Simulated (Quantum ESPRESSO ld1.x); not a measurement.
These are the eigenvalues of the occupied orbitals of an atom or ion with whole-number occupations (eV). All-electron calculation, scalar-relativistic Kohn-Sham, LDA (Slater exchange, Perdew-Zunger correlation), spin-unpolarised, spherical densities, point nucleus. Program: ld1.x of Quantum ESPRESSO 7.5.

orbital  eigenvalue
1s         -25791.5
2s         -4207.31
2p         -3827.47
3s         -1141.09
3p         -1015.85
3d         -819.698
4s         -489.534

Which element is it, and in what charge state? The configuration may be excited.

Answer. Z = 47, silver, charge +18: Ag18+ in [Ar] 3d10 4s1. The list shows which subshells hold electrons but not how many an open one holds; the 1s level, -947.82 hartree, gives Z - s = 43.5 by -(Z - s)^2/2, which with screening and relativity narrows Z to a few neighbours, and the depths of the outer levels then fix element, charge and occupations together.
